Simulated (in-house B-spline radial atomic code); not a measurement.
BP86 excitations of Zr V (Zr4+)

Method: BP86. Computed with a B-spline radial code for spherical atoms: linear response of the closed shell [Ar] 3d10 4s2 4p6 with the functional's adiabatic kernel; scalar-relativistic (spin-free one-electron X2C), finite nucleus, no spin-orbit coupling, no double excitations, S, P, D and F terms only; shells from n = 2 respond. Only terms of natural parity with L up to 3 were computed.

Command:
```bash
python run_td.py task.json out
```
Settings (radii: box in bohr, nucleus in fm):
```
Z                        40
electrons                36
configuration            [Ar] 3d10 4s2 4p6
hamiltonian              x2c
method                   b88,p86
box_radius               19.1
rms_radius               4.2694
intervals                71
```

Cost of the run: 1.1 s on 1 thread of Intel(R) Xeon(R) Platinum 8488C (Sapphire Rapids), on a shared host.

The lowest states, in the order of their Tamm-Dancoff energies; the method's threshold (minus the highest occupied level) is 72.87 eV. Labels give the largest channel, * marks a mixed state, and oscillator strengths are full-response dipole values. Semilocal kernels can invert the small singlet-triplet splittings of Rydberg terms. Energies in eV:

```csv
state,full response,Tamm-Dancoff,oscillator strength
4p → 4d 3P,30.45,30.53,-
4p → 4d 3F,30.72,30.82,-
4p → 4d 1F,32.97,32.99,-
4p → 5s 3P,39.60,39.61,-
4p → 5s 1P,?,?,?
4p → 4d 1P,40.27,41.60,4.26
4p → 5p 3S,?,?,-
4p → 5p 3D,45.86,45.87,-
4p → 5p 1D,46.07,46.08,-
4p → 5p 1S,48.00,48.15,-
```

(1) Where does 4p → 5p 3S lie?

(2) Where does 4p → 5s 1P lie?

(3) How large is the singlet-triplet splitting of 4p → 4d (F terms) in Tamm-Dancoff?

(4) What polarisabilities and dispersion coefficient does the method give?

## Answers

(1) At 45.47 eV in full response, 45.49 eV in Tamm-Dancoff.

(2) At 40.07 eV in full response, 40.09 eV in Tamm-Dancoff, oscillator strength 1.67.

(3) 2.17 eV, from the unrounded values.

(4) Dipole 2.993 bohr³, quadrupole 5.932 bohr⁵, C6 10.79 hartree·bohr⁶ for two such species.
